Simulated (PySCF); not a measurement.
## From a computed spectrum to the compound

A species of 8 atoms with charge 0 has these harmonic modes (PBE, small Gaussian bases with core potentials, PySCF 2.14.0):

```json
{"cm⁻¹": "62", "km/mol": "5.5", "symmetry": "e"}
{"cm⁻¹": "62", "km/mol": "5.5", "symmetry": "e"}
{"cm⁻¹": "63", "km/mol": "25.9", "symmetry": "a1"}
{"cm⁻¹": "74", "km/mol": "3.8", "symmetry": "e"}
{"cm⁻¹": "74", "km/mol": "3.8", "symmetry": "e"}
{"cm⁻¹": "136", "km/mol": "0.0", "symmetry": "a2"}
{"cm⁻¹": "310", "km/mol": "4.3", "symmetry": "a1"}
{"cm⁻¹": "318", "km/mol": "1.5", "symmetry": "a1"}
{"cm⁻¹": "333", "km/mol": "66.6", "symmetry": "e"}
{"cm⁻¹": "333", "km/mol": "66.6", "symmetry": "e"}
{"cm⁻¹": "535", "km/mol": "45.6", "symmetry": "e"}
{"cm⁻¹": "535", "km/mol": "45.6", "symmetry": "e"}
{"cm⁻¹": "1172", "km/mol": "136.6", "symmetry": "a1"}
{"cm⁻¹": "1577", "km/mol": "23.5", "symmetry": "e"}
{"cm⁻¹": "1577", "km/mol": "23.5", "symmetry": "e"}
{"cm⁻¹": "3373", "km/mol": "30.5", "symmetry": "a1"}
{"cm⁻¹": "3488", "km/mol": "44.0", "symmetry": "e"}
{"cm⁻¹": "3488", "km/mol": "44.0", "symmetry": "e"}
```

Which species is it, and in which structure?

DyCl3(NH3) (singlet in the valence; each metal's 4f electrons, 9 of them, lie in its core potential, out of spins and levels):
```xyz
8

Dy    0.0366   -0.0366    0.0366
Cl    1.1896    1.8564    1.1896
Cl   -1.8564   -1.1896    1.1896
Cl    1.1896   -1.1896   -1.8564
N    -1.3863    1.3863   -1.3863
H    -2.0025    2.0025   -0.8344
H    -0.8344    2.0025   -2.0025
H    -2.0025    0.8344   -2.0025
```
Ideal gas at 298.15 K and 1 bar: S = 438.7 J/(mol K), Cp = 121.0 J/(mol K), H − H(0 K) = 27.4 kJ/mol (rigid rotor, harmonic modes, spin degeneracy alone, that of the 4f electrons in the core included). An lcecp potential fixes the number of 4f electrons, so in runs with it no electron can move into or out of that shell.
 This is one of several that fit.
